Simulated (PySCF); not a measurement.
ClH₆NSSi₂, SMILES N[SiH2]S[SiH2]Cl. Geometry optimised at B3LYP-D3(BJ)/def2-SVP. The structure was generated by enumeration, and PubChem lists no compound with its InChIKey, so it may never have been made. The values are those of a single conformer.

Computed equilibrium geometry at B3LYP-D3(BJ)/def2-SVP (PySCF confirms it by a frequency run) as Cartesian coordinates in Å (one conformer of several):
```xyz
11

Si     1.5917    -0.0454     0.3462
Cl     1.2421     0.8472    -1.5202
S     -0.0278    -1.3004     0.9293
Si    -1.6673     0.1562     0.7459
N     -2.2676     0.4396    -0.8420
H      1.7998     1.0796     1.2926
H      2.8055    -0.8895     0.2321
H     -1.1541     1.4389     1.2928
H     -2.7501    -0.4377     1.5680
H     -1.6344     0.8766    -1.5084
H     -2.8055    -0.2932    -1.2974
```
Charge 0, spin multiplicity 1.
